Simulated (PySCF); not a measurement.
C4H4N, SMILES C1=C[N]C=C1 (connectivity only; charge and spin as stated), charge -1, multiplicity 1. Atoms are numbered in the order given.

```xyz
9

C      0.0000    -0.7112    -0.9531
C      0.0000    -1.0836     0.4045
N      0.0000     0.0000     1.2284
C      0.0000     1.0836     0.4045
C      0.0000     0.7112    -0.9531
H      0.0000    -1.3757    -1.8203
H      0.0000    -2.0989     0.8128
H      0.0000     2.0989     0.8128
H      0.0000     1.3757    -1.8203
```
Charge -1, spin multiplicity 1.

Geometry: B3LYP-D3(BJ)/def2-SVPD. The spin state was assumed, not searched. The isomer is the one that the SMILES or the coordinates give; other isomers of the formula were not compared.

These are M06-2X/def2-SVPD (PySCF) values and carry that method's errors.

Mulliken values depend strongly on the basis, most of all with diffuse functions as here. ESP charges are fitted to the potential on shells at 1.4 to 2.0 van der Waals radii. Atomic charges (e):

| atom | meta-Löwdin | Mulliken | ESP fit |
|---|---|---|---|
| C1 | -0.27 | -0.12 | ___ |
| C2 | -0.13 | 0.46 | ___ |
| N3 | -0.41 | -0.83 | -0.66 |
| C4 | -0.13 | 0.46 | ___ |
| C5 | -0.27 | -0.12 | ___ |
| H6 | 0.05 | -0.15 | ___ |
| H7 | 0.05 | -0.28 | 0.01 |
| H8 | 0.05 | -0.28 | 0.01 |
| H9 | 0.05 | -0.15 | ___ |

Question: Some entries are withheld; supply them. (Estimate from the structure and the level; the computed values follow.)

Answer: 
- C1, ESP fit: -0.42
- C2, ESP fit: 0.12
- C4, ESP fit: 0.12
- C5, ESP fit: -0.42
- H6, ESP fit: 0.12
- H9, ESP fit: 0.12
